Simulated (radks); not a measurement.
Values are calculated unless marked as measured or tabulated.
Species: Cl9+. Configuration: [He] 2s2 2p4 (the NIST ground configuration).

Level of theory: Dirac Kohn-Sham, LDA (Slater exchange, Perdew-Wang correlation), spin-unpolarised, spherical densities, finite nucleus; open shells fill j = l - 1/2 first; Fermi nuclear charge, rms radius 3.3654 fm (a radial shooting solver on a logarithmic mesh with Libxc functionals).

Energy parts (hartree):
| part | energy |
|---|---|
| total | -417.35859 |
| kinetic | 419.75365 |
| electron-nucleus | -919.08035 |
| Hartree | 101.61918 |
| exchange-correlation | -19.65107 |

Orbitals (lengths in bohr, moments of r in powers of bohr; r(90%) holds 90 % of the orbital's charge):
orbital,occ.,eigenvalue (hartree),r(90%),<r>,small-component weight
1s1/2,2,-111.2116,0.163,0.09102,3.65e-03
2s1/2,2,-17.91208,0.651,0.4204,6.46e-04
2p1/2,2,-16.00169,0.611,0.3729,6.28e-04
2p3/2,2,-15.92816,0.613,0.3748,6.24e-04

The highest occupied level is 2p3/2 at -433.43 eV. Summed over all electrons, <r^2> = 1.124 bohr^2, which gives a Langevin (diamagnetic) susceptibility term of -0.89 x 10^-6 cm^3/mol. The electron density at the nucleus is 3580 e/bohr^3.
